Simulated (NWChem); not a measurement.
System: CH$_{7}$BP$_{2}$; SMILES PB(P)C

Here is an NWChem input.

```
start job
memory heap 200 mb stack 900 mb global 1100 mb
geometry units angstroms
  B      0.269224    -0.243554    -0.221347
  C      1.569688    -0.820462    -0.903468
  H      1.917552    -1.756118    -0.467435
  H      2.376989    -0.095989    -0.773813
  H      1.465101    -0.966276    -1.978105
  P     -0.078183    -0.618748     1.595303
  H      0.127552    -1.984232     1.588176
  H     -1.457971    -0.709339     1.572234
  P     -0.680232     1.154135    -1.065075
  H     -1.977706     0.798250    -0.745348
  H     -0.737779     0.650392    -2.349565
end
basis spherical
  * library 6-31g*
end
dft
  xc b3lyp
  iterations 150
end
driver
  maxiter 120
end
task dft optimize
task dft freq
```

NWChem printed, in part:

```
             Northwest Computational Chemistry Package (NWChem) 7.3.0
             --------------------------------------------------------

 C1  symmetry detected

                             Geometry "geometry" -> ""
                             -------------------------

 Output coordinates in angstroms (scale by  1.889725989 to convert to a.u.)

  No.       Tag          Charge          X              Y              Z
 ---- ---------------- ---------- -------------- -------------- --------------
    1 B                    5.0000     0.36058800    -0.00146265    -0.06552000
    2 C                    6.0000     1.93507208     0.00391846     0.03591688
    3 H                    1.0000     2.40037901    -0.92617834    -0.28811352
    4 H                    1.0000     2.21229069     0.14380055     1.08328945
    5 H                    1.0000     2.40012753     0.82337969    -0.51112202
    6 P                   15.0000    -0.58092964    -1.62881827     0.09860683
    7 H                    1.0000     0.15157653    -2.40402311    -0.77855701
    8 H                    1.0000    -1.62123772    -1.40573500    -0.78487876
    9 P                   15.0000    -0.58634590     1.62435847     0.09849236
   10 H                    1.0000    -1.60691542     1.40733190    -0.80906237
   11 H                    1.0000     0.15954007     2.41212377    -0.75594498

 Effective nuclear repulsion energy (a.u.)     189.6349126400

                                Z-matrix (autoz)
                                --------

 Units are Angstrom for bonds and degrees for angles

[...]

      ----------------------
      Optimization converged
      ----------------------

  Step       Energy      Delta E   Gmax     Grms     Xrms     Xmax
  ---- ---------------- -------- -------- -------- -------- --------
@    9    -749.86702394 -1.3D-07  0.00003  0.00001  0.00058  0.00131
                                     ok       ok       ok       ok

                                Z-matrix (autoz)
                                --------

 Units are Angstrom for bonds and degrees for angles

      Type          Name      I     J     K     L     M      Value     Gradient
      ----------- --------  ----- ----- ----- ----- ----- ---------- ----------
    1 Stretch                  1     2                       1.57975   -0.00003
    2 Stretch                  1     6                       1.91810   -0.00003
    3 Stretch                  1     9                       1.92064   -0.00001
    4 Stretch                  2     3                       1.09584    0.00000
    5 Stretch                  2     4                       1.10163    0.00000
    6 Stretch                  2     5                       1.09670   -0.00000
    7 Stretch                  6     7                       1.41934   -0.00000
    8 Stretch                  6     8                       1.41844   -0.00000
    9 Stretch                  9    10                       1.41845   -0.00000
   10 Stretch                  9    11                       1.41966   -0.00000
   11 Bend                     1     2     3               114.06492   -0.00000
   12 Bend                     1     2     4               108.28334   -0.00001
   13 Bend                     1     2     5               112.91670    0.00000
   14 Bend                     1     6     7                99.91911    0.00001
   15 Bend                     1     6     8               102.26618    0.00001
   16 Bend                     1     9    10               101.77371    0.00001
   17 Bend                     1     9    11               100.05940    0.00001
   18 Bend                     2     1     6               119.26411    0.00001
   19 Bend                     2     1     9               119.25458   -0.00000
   20 Bend                     3     2     4               106.63869   -0.00000
   21 Bend                     3     2     5               108.39975    0.00001
   22 Bend                     4     2     5               106.04980    0.00000
   23 Bend                     6     1     9               119.53349   -0.00001
   24 Bend                     7     6     8                97.15023   -0.00000
   25 Bend                    10     9    11                96.97830   -0.00000
   26 Torsion                  2     1     6     7         -48.96958   -0.00000
   27 Torsion                  2     1     6     8        -148.60234   -0.00000
   28 Torsion                  2     1     9    10         146.77081    0.00001
   29 Torsion                  2     1     9    11          47.38874    0.00000
   30 Torsion                  3     2     1     6          28.36171    0.00000
   31 Torsion                  3     2     1     9        -167.58469    0.00000
   32 Torsion                  4     2     1     6         -90.18107    0.00002
   33 Torsion                  4     2     1     9          73.87252    0.00001
   34 Torsion                  5     2     1     6         152.70243    0.00002
   35 Torsion                  5     2     1     9         -43.24397    0.00002
   36 Torsion                  6     1     9    10         -49.21902    0.00000
   37 Torsion                  6     1     9    11        -148.60109    0.00000
   38 Torsion                  7     6     1     9         147.02178    0.00000
   39 Torsion                  8     6     1     9          47.38903   -0.00000

                         Geometry "geometry" -> "geometry"
                         ---------------------------------

 Output coordinates in angstroms (scale by  1.889725989 to convert to a.u.)

[...]

 Rotational Constants
 --------------------
 A=   0.177843 cm-1  (  0.255870 K)
 B=   0.087350 cm-1  (  0.125675 K)
 C=   0.060490 cm-1  (  0.087029 K)

 Temperature                      =   298.15K
 frequency scaling parameter      =   1.0000

 Zero-Point correction to Energy  =   47.959 kcal/mol  (  0.076428 au)
 Thermal correction to Energy     =   52.047 kcal/mol  (  0.082942 au)
 Thermal correction to Enthalpy   =   52.639 kcal/mol  (  0.083886 au)

 Total Entropy                    =   79.094 cal/mol-K
   - Translational                =   39.452 cal/mol-K (mol. weight =  92.0116)
   - Rotational                   =   26.931 cal/mol-K (symmetry #  =        1)
   - Vibrational                  =   12.711 cal/mol-K

 Cv (constant volume heat capacity) =   22.628 cal/mol-K
   - Translational                  =    2.979 cal/mol-K
   - Rotational                     =    2.979 cal/mol-K
   - Vibrational                    =   16.669 cal/mol-K

[normal modes left out]

 ----------------------------------------------------------------------------
 Normal Eigenvalue ||           Projected Infra Red Intensities
  Mode   [cm**-1]  || [atomic units] [(debye/angs)**2] [(KM/mol)] [arbitrary]
 ------ ---------- || -------------- ----------------- ---------- -----------
    1      -54.179 ||    0.000546           0.013         0.533       0.289
    2       -0.000 ||    0.001051           0.024         1.025       0.555
    3       -0.000 ||    0.000422           0.010         0.411       0.223
    4       -0.000 ||    0.000038           0.001         0.037       0.020
    5        0.000 ||    0.000054           0.001         0.053       0.028
    6        0.000 ||    0.000428           0.010         0.418       0.226
    7        0.000 ||    0.000070           0.002         0.068       0.037
    8      164.847 ||    0.003383           0.078         3.298       1.787
    9      179.049 ||    0.003613           0.083         3.522       1.908
   10      240.466 ||    0.002289           0.053         2.232       1.209
   11      249.851 ||    0.000096           0.002         0.094       0.051
   12      319.868 ||    0.004937           0.114         4.813       2.607
   13      449.477 ||    0.002506           0.058         2.443       1.324
   14      521.161 ||    0.049297           1.137        48.057      26.033
   15      628.493 ||    0.016460           0.380        16.046       8.692
   16      705.719 ||    0.014953           0.345        14.577       7.897
   17      762.788 ||    0.024274           0.560        23.664      12.819
   18      776.315 ||    0.012961           0.299        12.635       6.845
   19      862.381 ||    0.000593           0.014         0.578       0.313
   20     1024.290 ||    0.091187           2.104        88.894      48.155
   21     1066.475 ||    0.034055           0.786        33.198      17.984
   22     1130.918 ||    0.027034           0.624        26.354      14.276
   23     1152.235 ||    0.012620           0.291        12.303       6.665
   24     1368.164 ||    0.028311           0.653        27.599      14.951
   25     1486.089 ||    0.001302           0.030         1.269       0.687
   26     1510.298 ||    0.005347           0.123         5.212       2.823
   27     2425.207 ||    0.063190           1.458        61.601      33.370
   28     2430.197 ||    0.047504           1.096        46.310      25.087
   29     2442.111 ||    0.024493           0.565        23.877      12.935
   30     2447.911 ||    0.119985           2.768       116.968      63.363
   31     3022.239 ||    0.001090           0.025         1.063       0.576
   32     3083.345 ||    0.014829           0.342        14.456       7.831
   33     3114.240 ||    0.015971           0.368        15.569       8.434
 ----------------------------------------------------------------------------

 ===============================================================================
      Negative Nuclear Hessian Mode    1  Eigenvalue =    -54.18 cm**(-1)
 -------------------------------------------------------------------------------
   Raw step length:  0.523 angstroms ;  The Raw step for this mode is:
    1 B                    5.0000     0.00008774     0.00257623    -0.00591224
    2 C                    6.0000    -0.00070400     0.00230444     0.00006804
    3 H                    1.0000     0.00501228     0.09033517    -0.25562156
    4 H                    1.0000    -0.02491737    -0.31607751     0.05157441
    5 H                    1.0000     0.01217386     0.15929559     0.24999648
    6 P                   15.0000    -0.00016757     0.00038490     0.00769431
    7 H                    1.0000     0.00647148    -0.01111417     0.02307704
    8 H                    1.0000     0.01431080    -0.00200948    -0.01202122
    9 P                   15.0000     0.00219356     0.00145662    -0.00713644
   10 H                    1.0000    -0.03696565    -0.01344262     0.04489313
   11 H                    1.0000    -0.03092701    -0.01916362    -0.05526932

  Geometry after  100.0% step for mode  1; Step length =  0.523 angstroms
   Maximum component (any atom: x,y, or z) displacement:  0.597
    1 B                    5.0000     0.37461734     0.00114609    -0.08032961
    2 C                    6.0000     1.94907297     0.00392796     0.04478735
    3 H                    1.0000     2.42851893    -0.84480956    -0.52539586
    4 H                    1.0000     2.19109203    -0.16623141     1.15493864
    5 H                    1.0000     2.43013071     0.98690978    -0.25419006
    6 P                   15.0000    -0.57481458    -1.66016396     0.09295620
    7 H                    1.0000     0.18447844    -2.47144179    -0.79075990
    8 H                    1.0000    -1.67959086    -1.45200655    -0.77228871
    9 P                   15.0000    -0.58002831     1.65750635     0.08048614
   10 H                    1.0000    -1.71020145     1.43447288    -0.74973255
   11 H                    1.0000     0.15743814     2.45393124    -0.83602214

  Geometry after -100.0% step for mode  1; Step length =  0.523 angstroms
   Maximum component (any atom: x,y, or z) displacement:  0.597
    1 B                    5.0000     0.37444185    -0.00400637    -0.06850512
    2 C                    6.0000     1.95048096    -0.00068091     0.04465127
    3 H                    1.0000     2.41849436    -1.02547990    -0.01415273
    4 H                    1.0000     2.24092676     0.46592361     1.05178982
    5 H                    1.0000     2.40578299     0.66831860    -0.75418302
    6 P                   15.0000    -0.57447945    -1.66093376     0.07756758
    7 H                    1.0000     0.17153549    -2.44921345    -0.83691399
    8 H                    1.0000    -1.70821247    -1.44798759    -0.74824628
    9 P                   15.0000    -0.58441543     1.65459312     0.09475902
   10 H                    1.0000    -1.63627015     1.46135812    -0.83951882
   11 H                    1.0000     0.21929216     2.49225848    -0.72548349

  Geometry after   50.0% step for mode  1; Step length =  0.262 angstroms
   Maximum component (any atom: x,y, or z) displacement:  0.299
    1 B                    5.0000     0.37457347    -0.00014203    -0.07737349
    2 C                    6.0000     1.94942497     0.00277574     0.04475333
    3 H                    1.0000     2.42601279    -0.88997715    -0.39758507
    4 H                    1.0000     2.20355071    -0.00819266     1.12915144
    5 H                    1.0000     2.42404378     0.90726198    -0.37918830
    6 P                   15.0000    -0.57473080    -1.66035641     0.08910905
    7 H                    1.0000     0.18124270    -2.46588470    -0.80229843
    8 H                    1.0000    -1.68674626    -1.45100181    -0.76627810
    9 P                   15.0000    -0.58112509     1.65677804     0.08405436
   10 H                    1.0000    -1.69171862     1.44119419    -0.77217912
   11 H                    1.0000     0.17290164     2.46351305    -0.80838747

  Geometry after  -50.0% step for mode  1; Step length =  0.262 angstroms
   Maximum component (any atom: x,y, or z) displacement:  0.299
    1 B                    5.0000     0.37448572    -0.00271826    -0.07146124
    2 C                    6.0000     1.95012896     0.00047130     0.04468529
    3 H                    1.0000     2.42100051    -0.98031232    -0.14196351
    4 H                    1.0000     2.22846808     0.30788485     1.07757703
    5 H                    1.0000     2.41186992     0.74796640    -0.62918478
    6 P                   15.0000    -0.57456323    -1.66074131     0.08141473
    7 H                    1.0000     0.17477122    -2.45477054    -0.82537547
    8 H                    1.0000    -1.70105707    -1.44899233    -0.75425689
    9 P                   15.0000    -0.58331865     1.65532142     0.09119080
   10 H                    1.0000    -1.65475297     1.45463681    -0.81707225
   11 H                    1.0000     0.20382865     2.48267667    -0.75311815

  Geometry after   33.5% step for mode  1; Step length =  0.175 angstroms
   Maximum component (any atom: x,y, or z) displacement:  0.200
    1 B                    5.0000     0.37455897    -0.00056752    -0.07639702
    2 C                    6.0000     1.94954124     0.00239514     0.04474209
    3 H                    1.0000     2.42518496    -0.90489689    -0.35536666
    4 H                    1.0000     2.20766606     0.04401065     1.12063342
    5 H                    1.0000     2.42203315     0.88095275    -0.42047768
    6 P                   15.0000    -0.57470312    -1.66041998     0.08783826
    7 H                    1.0000     0.18017388    -2.46404909    -0.80610983
    8 H                    1.0000    -1.68910983    -1.45066992    -0.76429268
    9 P                   15.0000    -0.58148738     1.65653746     0.08523301
   10 H                    1.0000    -1.68561338     1.44341437    -0.77959366
   11 H                    1.0000     0.17800954     2.46667811    -0.79925920

  Geometry after  -33.5% step for mode  1; Step length =  0.175 angstroms
   Maximum component (any atom: x,y, or z) displacement:  0.200
    1 B                    5.0000     0.37450021    -0.00229277    -0.07243771
    2 C                    6.0000     1.95001269     0.00085190     0.04469653
    3 H                    1.0000     2.42182833    -0.96539258    -0.18418192
    4 H                    1.0000     2.22435273     0.25568155     1.08609505
    5 H                    1.0000     2.41388055     0.77427563    -0.58789541
    6 P                   15.0000    -0.57459091    -1.66067774     0.08268553
    7 H                    1.0000     0.17584005    -2.45660615    -0.82156407
    8 H                    1.0000    -1.69869350    -1.44932421    -0.75624231
    9 P                   15.0000    -0.58295636     1.65556200     0.09001215
   10 H                    1.0000    -1.66085821     1.45241663    -0.80965771
   11 H                    1.0000     0.19872075     2.47951161    -0.76224642

  Geometry after   16.7% step for mode  1; Step length =  0.088 angstroms
   Maximum component (any atom: x,y, or z) displacement:  0.100
    1 B                    5.0000     0.37454428    -0.00099883    -0.07540719
    2 C                    6.0000     1.94965910     0.00200933     0.04473070
    3 H                    1.0000     2.42434580    -0.92002081    -0.31257048
    4 H                    1.0000     2.21183773     0.09692837     1.11199882
    5 H                    1.0000     2.41999500     0.85428347    -0.46233211
    6 P                   15.0000    -0.57467507    -1.66048442     0.08655007
    7 H                    1.0000     0.17909042    -2.46218836    -0.80997339
    8 H                    1.0000    -1.69150575    -1.45033350    -0.76228009
    9 P                   15.0000    -0.58185463     1.65629360     0.08642780
   10 H                    1.0000    -1.67942459     1.44566494    -0.78710967
   11 H                    1.0000     0.18318735     2.46988649    -0.79000601

  Geometry after  -16.7% step for mode  1; Step length =  0.088 angstroms
   Maximum component (any atom: x,y, or z) displacement:  0.100
    1 B                    5.0000     0.37451490    -0.00186145    -0.07342753
    2 C                    6.0000     1.94989483     0.00123771     0.04470792
    3 H                    1.0000     2.42266749    -0.95026865    -0.22697811
    4 H                    1.0000     2.22018106     0.20276382     1.09472964
    5 H                    1.0000     2.41591870     0.80094491    -0.54604098
    6 P                   15.0000    -0.57461896    -1.66061330     0.08397371
    7 H                    1.0000     0.17692351    -2.45846689    -0.81770051
    8 H                    1.0000    -1.69629758    -1.44966064    -0.75825490
    9 P                   15.0000    -0.58258912     1.65580586     0.08881736
   10 H                    1.0000    -1.66704701     1.45016607    -0.80214170
   11 H                    1.0000     0.19354295     2.47630324    -0.77149962
```

Level: B3LYP/6-31G* (spherical d). B3LYP is NWChem's, with the RPA form of VWN correlation. The optimisation ended at a saddle point (imaginary frequency).
